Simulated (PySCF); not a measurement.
# Dipole response of F (fluorine, neutral)

[He] 2s2 2p5, 2P determinant. All numbers are calculated (PySCF 2.14, the spin-free X2C one-electron Hamiltonian (Gaussian nucleus), in ANO-RCC-VTZP). Coupled (time-dependent) response in atomic units; α is the mean over directions. The basis has no added diffuse functions, which lowers α and C₆.

```json
{"method": "UHF", "mean α (bohr³)": "2.376", "α xx, yy, zz": "2.346, 2.390, 2.390", "C₆ (like pair)": "6.277", "S(−4)": "1.498"}
{"method": "PBE", "mean α (bohr³)": "2.621", "α xx, yy, zz": "2.535, 2.665, 2.665", "C₆ (like pair)": "7.233", "S(−4)": "1.928"}
{"method": "PBE0", "mean α (bohr³)": "2.544", "α xx, yy, zz": "2.476, 2.578, 2.578", "C₆ (like pair)": "6.921", "S(−4)": "1.784"}
{"method": "LC-wPBE", "mean α (bohr³)": "2.576", "α xx, yy, zz": "2.516, 2.606, 2.606", "C₆ (like pair)": "7.060", "S(−4)": "1.830"}
{"method": "wB97M-V", "mean α (bohr³)": "2.573", "α xx, yy, zz": "2.508, 2.606, 2.606", "C₆ (like pair)": "7.045", "S(−4)": "1.839"}
```

S(−4) is the Cauchy moment in α(ω) = α(0) + S(−4) ω² + …

Reference α: 3.74 ± 0.08 bohr³ (recommended; Schwerdtfeger and Nagle, table of static dipole polarizabilities (2023 update)). Published C₆: 9.520 (Chu and Dalgarno (2004); Tang, Norbeck and Certain (1976)).

α(iu) at LC-wPBE:

| u (hartree) | α(iu) (bohr³) |
| --- | --- |
| 0 | 2.576 |
| 0.0500 | 2.571 |
| 0.100 | 2.558 |
| 0.200 | 2.506 |
| 0.300 | 2.427 |
| 0.500 | 2.219 |
| 0.750 | 1.933 |
| 1.00 | 1.665 |
| 1.50 | 1.230 |
| 2.00 | 0.9178 |
| 3.00 | 0.5420 |
| 5.00 | 0.2394 |

The components differ because the open shell of this determinant is not spherical; for a pure term their mean is the scalar polarisability.
